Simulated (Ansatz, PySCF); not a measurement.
System: CH3Mg, charge 0, multiplicity 2. It need not be the lowest isomer of its formula. 
Structure (B3LYP-D3(BJ)/def2-TZVP (Ansatz, an electronic-structure program) minimum search):
```xyz
5

Mg    -0.6872    -0.3966    -0.5519
C      0.8270     0.4772     0.6641
H      1.3509    -0.2981     1.2286
H      0.3829     1.1853     1.3681
H      1.5509     1.0082     0.0409
```
Charge 0, spin multiplicity 2.

Property: atomisation energy (electronic, to ground-state atoms), in eV. Cores are frozen in the correlated levels unless marked. Open shells are spin-unrestricted. No spin-orbit coupling. No relativistic terms. The coupled-cluster limit lacks core correlation, which all-electron functionals hold. CBS marks a two-point X^-3 extrapolation of the correlation energy; Hartree-Fock from the larger set.

| level | program | atomisation energy (eV) |
|---|---|---|
| r2SCAN-D3(BJ)/def2-TZVPD | Ansatz + dftd3 | 14.75 |
| B3LYP/def2-TZVPD | Ansatz | (withheld) |
| PBE0/STO-3G | Ansatz | 19.08 |
| PBE0-D3(BJ)/def2-TZVPD | Ansatz + dftd3 | 14.61 |
| r2SCANh-D4/def2-TZVPD | Ansatz + dftd4 | 14.68 |
| r2SCANh/def2-TZVPD | Ansatz | 14.66 |
| PW6B95/def2-TZVPD | PySCF | 14.48 |
| HSE06-D3(BJ)/def2-TZVPD | Ansatz + dftd3 | 14.61 |
| B2GP-PLYP/def2-TZVPD | Ansatz | 14.28 |
| CCSD/STO-3G | Ansatz | 16.28 |
| CCSD/def2-SVP | Ansatz | (withheld) |
| CCSDT/def2-SVP | Ansatz | 13.70 |
| CCSD(T)/CBS(def2-TZVPPD,def2-QZVPPD) | Ansatz | 14.48 |

### Question
Some entries are withheld; supply them.

### Answer

- B3LYP/def2-TZVPD, atomisation energy (eV): 14.45
- CCSD/def2-SVP, atomisation energy (eV): 13.58
